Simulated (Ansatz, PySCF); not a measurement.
Pair of molecules: ethylamine (SMILES CCN) (first 10 atoms) with HF (SMILES F); geometry from B3LYP-D3(BJ)/def2-TZVP, rigid monomers moved along the line of their centres of mass till N3···H12 is 2.23 Å.
(charge 0, multiplicity 1):
```xyz
12

C      1.24880     0.49068     0.01617
C     -0.25806     0.31018    -0.05882
N     -0.69058    -0.77892     0.83866
H      1.56613     1.31843    -0.61916
H      1.55864     0.69695     1.04085
H      1.76830    -0.40864    -0.32500
H     -0.56766     0.12931    -1.09429
H     -0.75852     1.22005     0.27711
H     -1.69413    -0.91649     0.78882
H     -0.25400    -1.65553     0.57155
F     -0.00086    -0.04535     3.86573
H     -0.28579    -0.37437     2.99408
```

Monomers are frozen at their geometry in the pair; levels with a basis set take the counterpoise correction.

Correlated levels freeze the cores.

Run with Ansatz (a quantum-chemistry and plane-wave program); PySCF for the dispersion terms. Each number belongs to the level named beside it.

PBE/def2-TZVPPD gives -10.68 kcal/mol for the interaction energy.

Question: Predict the shift from PBE, with its sign, for: PBE-D3(BJ)/def2-TZVPPD, r2SCAN/def2-TZVPPD, PBE0/def2-TZVPPD, wB97M-V/def2-TZVPPD, MP2/aug-cc-pVDZ, CCSD(T)/aug-cc-pVDZ.

Answer: PBE-D3(BJ)/def2-TZVPPD -0.63; r2SCAN/def2-TZVPPD 0.01; PBE0/def2-TZVPPD 0.23; wB97M-V/def2-TZVPPD 0.18; MP2/aug-cc-pVDZ 0.66; CCSD(T)/aug-cc-pVDZ 0.78 kcal/mol. 5 of 6 lie above PBE; the widest gap is to CCSD(T)/aug-cc-pVDZ.
